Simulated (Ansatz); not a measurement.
Al6V⁻. Total charge -1; singlet. Geometry r2SCAN-D4/def2-SVPD.

| atom | x (Å) | y (Å) | z (Å) |
| --- | --- | --- | --- |
| V1 | 0.463 | -1.252 | -1.547 |
| Al2 | 0.609 | 1.038 | -0.749 |
| Al3 | 0.725 | 0.859 | 1.950 |
| Al4 | -0.578 | -1.123 | 0.645 |
| Al5 | 2.064 | -0.902 | 0.359 |
| Al6 | -1.724 | -0.015 | -1.492 |
| Al7 | -1.559 | 1.394 | 0.834 |

The restricted singlet is unstable towards broken spin symmetry at other levels; at PBE-D4/def2-TZVPD, revPBE-D4/def2-TZVPD, r2SCAN-D4/def2-TZVPD, PBE0-D4/def2-TZVPD and others this wasn't settled. No other spin state of charge -1 was run. The geometry of the singlet was relaxed on an unsound state (restricted singlet, unstable towards broken spin symmetry at other levels and untested here). The structure comes from a short search, and lower isomers may exist.

Estimate the orbital energies around the gap (eV) in Ansatz with PBE-D4/def2-TZVPD, revPBE-D4/def2-TZVPD, r2SCAN-D4/def2-TZVPD, PBE0-D4/def2-TZVPD, CAM-B3LYP-D4/def2-TZVPD.


```json
{"orbital": "HOMO−5", "PBE-D4/def2-TZVPD": "-1.45", "revPBE-D4/def2-TZVPD": "-1.40", "r2SCAN-D4/def2-TZVPD": "-1.59", "PBE0-D4/def2-TZVPD": "-2.05", "CAM-B3LYP-D4/def2-TZVPD": "-2.78"}
{"orbital": "HOMO−4", "PBE-D4/def2-TZVPD": "-1.29", "revPBE-D4/def2-TZVPD": "-1.24", "r2SCAN-D4/def2-TZVPD": "-1.40", "PBE0-D4/def2-TZVPD": "-1.79", "CAM-B3LYP-D4/def2-TZVPD": "-2.60"}
{"orbital": "HOMO−3", "PBE-D4/def2-TZVPD": "-1.01", "revPBE-D4/def2-TZVPD": "-0.97", "r2SCAN-D4/def2-TZVPD": "-1.16", "PBE0-D4/def2-TZVPD": "-1.69", "CAM-B3LYP-D4/def2-TZVPD": "-2.45"}
{"orbital": "HOMO−2", "PBE-D4/def2-TZVPD": "-0.99", "revPBE-D4/def2-TZVPD": "-0.95", "r2SCAN-D4/def2-TZVPD": "-1.15", "PBE0-D4/def2-TZVPD": "-1.67", "CAM-B3LYP-D4/def2-TZVPD": "-2.43"}
{"orbital": "HOMO−1", "PBE-D4/def2-TZVPD": "-0.67", "revPBE-D4/def2-TZVPD": "-0.63", "r2SCAN-D4/def2-TZVPD": "-0.75", "PBE0-D4/def2-TZVPD": "-1.24", "CAM-B3LYP-D4/def2-TZVPD": "-1.95"}
{"orbital": "HOMO", "PBE-D4/def2-TZVPD": "-0.34", "revPBE-D4/def2-TZVPD": "-0.31", "r2SCAN-D4/def2-TZVPD": "-0.46", "PBE0-D4/def2-TZVPD": "-1.09", "CAM-B3LYP-D4/def2-TZVPD": "-1.94"}
{"orbital": "LUMO", "PBE-D4/def2-TZVPD": "0.36", "revPBE-D4/def2-TZVPD": "0.42", "r2SCAN-D4/def2-TZVPD": "0.38", "PBE0-D4/def2-TZVPD": "0.92", "CAM-B3LYP-D4/def2-TZVPD": "1.65"}
{"orbital": "LUMO+1", "PBE-D4/def2-TZVPD": "0.44", "revPBE-D4/def2-TZVPD": "0.49", "r2SCAN-D4/def2-TZVPD": "0.44", "PBE0-D4/def2-TZVPD": "1.01", "CAM-B3LYP-D4/def2-TZVPD": "1.93"}
{"orbital": "LUMO+2", "PBE-D4/def2-TZVPD": "0.45", "revPBE-D4/def2-TZVPD": "0.50", "r2SCAN-D4/def2-TZVPD": "0.49", "PBE0-D4/def2-TZVPD": "1.08", "CAM-B3LYP-D4/def2-TZVPD": "2.08"}
{"orbital": "LUMO+3", "PBE-D4/def2-TZVPD": "0.48", "revPBE-D4/def2-TZVPD": "0.52", "r2SCAN-D4/def2-TZVPD": "0.54", "PBE0-D4/def2-TZVPD": "1.23", "CAM-B3LYP-D4/def2-TZVPD": "2.19"}
{"orbital": "LUMO+4", "PBE-D4/def2-TZVPD": "0.70", "revPBE-D4/def2-TZVPD": "0.74", "r2SCAN-D4/def2-TZVPD": "0.71", "PBE0-D4/def2-TZVPD": "1.41", "CAM-B3LYP-D4/def2-TZVPD": "2.40"}
{"orbital": "LUMO+5", "PBE-D4/def2-TZVPD": "1.11", "revPBE-D4/def2-TZVPD": "1.16", "r2SCAN-D4/def2-TZVPD": "1.17", "PBE0-D4/def2-TZVPD": "1.65", "CAM-B3LYP-D4/def2-TZVPD": "2.63"}
```
